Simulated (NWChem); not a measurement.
System: C2H5ClGe; SMILES [CH](=C\Cl)/[GeH3]

```xyz
9

Cl     0.0224    -2.8851     0.0000
C     -0.3897    -1.2049     0.0000
C      0.5080    -0.2191     0.0000
Ge    -0.0218     1.6465     0.0000
H     -1.4722    -1.0447     0.0000
H      1.5727    -0.4779     0.0000
H      0.5324     2.3538    -1.2497
H      0.5324     2.3538     1.2497
H     -1.5583     1.7172     0.0000
```
Atoms are numbered in this order, from 1.

All runs: NWChem. The geometry was optimised at PBE0/def2-SVP. Total energies of different functionals are on different scales.

```tsv
level	energy (Ha)	highest occupied level (eV)	orbital gap (eV)	dipole (D)
B3LYP/def2-SVP	-2615.9844	?	6.59	?
PBE/def2-SVP	-2615.3058	-6.27	4.89	0.74
Hartree-Fock/def2-SVP	-2613.0098	-10.06	13.44	1.17
CAM-B3LYP/def2-SVP	-2616.0030	-8.70	9.51	0.91
B97-2/def2-SVP	-2616.4735	-7.25	6.74	0.95
revPBE/def2-SVP	-2615.6554	-6.24	4.92	0.76
BHandHLYP/def2-SVP	-2615.8473	-8.46	9.17	1.00
LC-BLYP (range parameter 0.33 per bohr)/def2-SVP	-2615.1461	-9.61	11.37	0.90
B3PW91/def2-SVP	-2615.8770	-7.29	6.61	0.92
```

### Question
Fill in the missing entries.

### Answer

- B3LYP/def2-SVP, highest occupied level (eV): -7.18
- B3LYP/def2-SVP, dipole (D): 0.81
